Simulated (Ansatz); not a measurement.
# A basis-limit estimate, worked out

An elementary step of Si2H6F2, closed shell (Si₂H₄F₂ ([F][SiH]([F])[SiH3]) + H₂ → SiH₂F₂ ([F][SiH2][F]) + SiH₄; Si–Si, H–H broken or loosened, Si–H, Si–H formed or tightened). “Start” and “end” are the PBE0-D4/def2-TZVP structures reached by relaxing down either side of its saddle point, with the molecules still in contact.

Computed with Ansatz 0.2.0 (basis: def2-TZVPP and def2-QZVPP); correlated methods freeze the cores.

Energies in eV:

| quantity | end | start |
| --- | --- | --- |
| Hartree–Fock, triple zeta (X = 3) | -21237.72492 | -21237.10232 |
| Hartree–Fock, quadruple zeta (X = 4) | -21238.51257 | -21237.88935 |
| MP2 correlation, X = 3 | -20.93434 | -21.12684 |
| MP2 correlation, X = 4 | -22.80469 | -23.02382 |
| CCSD(T) correlation, X = 3 | -22.70946 | -22.91920 |

(1) Work out the step energy at the basis limit: extrapolate Hartree–Fock as E(X) = E∞ + A exp(−7.88 √X) and the MP2 correlation as E(X) = E∞ + B X^−2.97 (the exponents that Neese and Valeev fitted for def2-TZVPP and QZVPP), then add CCSD(T) − MP2 in triple zeta.

No T1 diagnostic of these runs exceeds 0.014.

## Answers

(1) Each step is linear, so take the differences first (end − start): Hartree–Fock -0.62260 (X = 3) and -0.62322 (X = 4); MP2 correlation 0.19250 and 0.21913; CCSD(T) correlation 0.20974.
Two points give E∞ = E(4) + w [E(4) − E(3)], with w = 1/(exp(7.88 (2 − √3)) − 1) = 0.1377 for Hartree–Fock and w = 1/((4/3)^2.97 − 1) = 0.7407 for the correlation.
Hartree–Fock: -0.62322 + 0.1377 × (-0.00062) = -0.6233 eV.
MP2 correlation: 0.21913 + 0.7407 × 0.02663 = 0.2389 eV.
CCSD(T) − MP2: 0.20974 − 0.19250 = 0.0172 eV.
Sum: -0.6233 + 0.2389 + 0.0172 = -0.3672 eV, or -8.47 kcal/mol. Plain CCSD(T) in triple zeta gives -0.4129 eV, so the larger basis shifts the result by 0.0457 eV.

Labels in which every atom is bracketed show which atoms are joined, not bond orders.

For scale, one of the runs: CCSD(T)/def2-TZVPP, 230 basis functions, launched by `ansatz run in.yaml --threads 4 --pin off --events-out ev --progress --plain --max-ram 9574MiB`. Time: 81 s of wall clock on 4 CPU threads of an Arm Neoverse V1; the host was shared. Peak host memory: 3.8 GiB.
